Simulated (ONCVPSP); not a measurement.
europium, ONCV: configuration errors across variants

ONCVPSP 4.0.1 input, shortened (lines: element, Z, core and valence counts, functional; n l f; lmax; l rc ep ncon nbas qcut; lloc lpopt rc5 dvloc0; l nproj debl; icmod fcfact rcfact), PBE, fully relativistic:

```
  Eu 63.00   10    4        4      upf
    1    0    2.00
    2    0    2.00
    2    1    6.00
    3    0    2.00
    3    1    6.00
    3    2   10.00
    4    0    2.00
    4    1    6.00
    4    2   10.00
    4    3    6.00
    5    0    2.00
    5    1    6.00
    5    2    1.00
    6    0    2.00
    2
    0    2.55    0.00    4    7    5.90
    1    1.50    0.00    3    6    5.10
    2    3.30    0.00    4    9    5.60
    4    5    1.30    0.00
    0    3    3.00
    1    2    2.00
    2    3    2.10
    1    0.60    0.00
```

Open shells are filled in proportion to 2j + 1.

All-electron excitation energies from the reference (eV): (1) 5s2 5p6 5d1 6s1 6.550; (2) 5s2 5p6 5d1 6s0 18.484; (3) 5s2 5p6 5d2 6s1 1.607.

1 further variants failed, have other tests or another functional or relativity, and are left out.

A true bound ghost makes a file unfit for plane-wave use even where its test errors are small: the radial tests pick states by their node count and pass the ghost by.

Errors AE − PS in meV (a dash: test not solved or not reliable):

```csv
change,(1),(2),(3),bound ghosts,GHOST(+) flags above zero
base,-3.0,-22,-8.6,none,"s, p1/2"
"local potential polynomial inside 1.30 bohr (lpopt 5, dvloc0 0.5 Ha)",-3.0,-22,-8.6,none,"s, p1/2"
d: qcut 4.4,-3.2,-24,-3.4,d5/2,"s, p1/2, d3/2"
s: debl 2.15,-3.0,-22,-8.6,none,"s, p1/2"
"p: ncon 5, nbas 8",-3.0,-22,-8.4,none,"s, p3/2, p1/2"
s: nproj 4,-3.0,-22,-8.6,none,"s, p1/2"
"core correction polynomial model core, fcfact 0.5",-3.0,-22,-8.6,none,"s, p1/2"
"all radii but the core radius scaled by about 1.04 (s 2.66, p 1.56, d 3.44 bohr); local potential polynomial inside 1.36 bohr (lpopt 5, dvloc0 0 Ha)",-3.1,-23,-8.4,none,"s, p3/2, p1/2"
d: qcut 3.3,-3.3,-29,+12,none,"s, d5/2, p1/2, d3/2"
```

Give the same row for: s: qcut 6.6; p: qcut 5.7; d: qcut 6.3.

-2.7, -20, -8.6; bound ghosts: none; GHOST(+) flags above zero: s, p1/2, d3/2.
